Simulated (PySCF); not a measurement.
## Ionisation energy of Ru⁺ by level of theory

Ru⁺ [Kr] 4d7 (4F) → Ru²⁺ [Kr] 4d6 (5D), as a difference of total energies. Computed with PySCF 2.14 in cc-pwCVTZ-PP with ECP28MDF (7s7p6d3f2g, 97 functions), with scalar relativity through the core potential. Correlated levels: valence: 4s2 4p6 frozen; valence and next inner shell: nothing frozen outside the core potential. The calculations carry no spin-orbit coupling.

| method | ionisation energy (eV) |
| --- | --- |
| UHF | 14.878 |
| LDA | 17.144 |
| PBE | 16.934 |
| PBE0 | 16.684 |
| r2SCAN | 16.544 |
| wB97M-V | 16.684 |
| BLYP | 16.987 |
| wB97X | 16.702 |
| HSE06 | 16.695 |
| MP2 (valence) | 16.310 |
| SCS-MP2 (valence) | 16.497 |
| MP2 (valence and next inner shell) | 16.324 |
| SCS-MP2 (valence and next inner shell) | 16.326 |

Task: How much does correlation contribute at MP2 (valence and next inner shell)?

Result: 16.324 − (14.878) = 1.446 eV, measured against UHF.

The reference lies between the lowest fine-structure levels, while these numbers refer to the centres of the terms.

Errors of the correlated levels include the incompleteness of this basis and the frozen core.

For comparison: 16.76 ± 0.06 eV (semi-empirical (NIST evaluation); NIST Atomic Spectra Database, ionization energies).
